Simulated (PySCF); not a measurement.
**RbBr: from constants to spectrum**

RHF-CCSD(T) constants of RbBr, ¹Σ⁺ (singlet), closed shell (Rb x2c-TZVPPall, Br x2c-TZVPPall; spin-free X2C with a Gaussian nucleus (PySCF 2.14); masses 84.9118 and 78.9183 u):

* ωe: 170.6 cm⁻¹
* ωexe: 0.47 cm⁻¹
* Be: 0.047482 cm⁻¹
* αe: 0.000186 cm⁻¹
* D (centrifugal): 1.47e-08 cm⁻¹
* De to Rb + Br: 3.87 eV

**Question.** Estimate the standard entropy (1 bar) and heat capacity of the ideal gas at 1500 K, rigid rotor with B0 and harmonic oscillator at the fundamental.

**Answer.** Translation (Sackur–Tetrode, M = 163.83 u): 206.0 J/(mol K). Rotation: q = kT/(σB0) = 22000 with σ = 1, 91.4. Vibration: x = hcν0/kT = 0.163, 23.42. S° = 320.9 J/(mol K); Cp = 7R/2 + 8.30 = 37.4 J/(mol K).

Measured values (Huber and Herzberg, Constants of Diatomic Molecules (1979)): ωe = 169.46 cm⁻¹, ωexe = 0.463 cm⁻¹, Be = 0.04752798 cm⁻¹, αe = 0.00018596 cm⁻¹.

Correlated steps freeze 18 core orbitals. Where the molecule has an RHF reference, its open-shell atoms are computed with UHF.
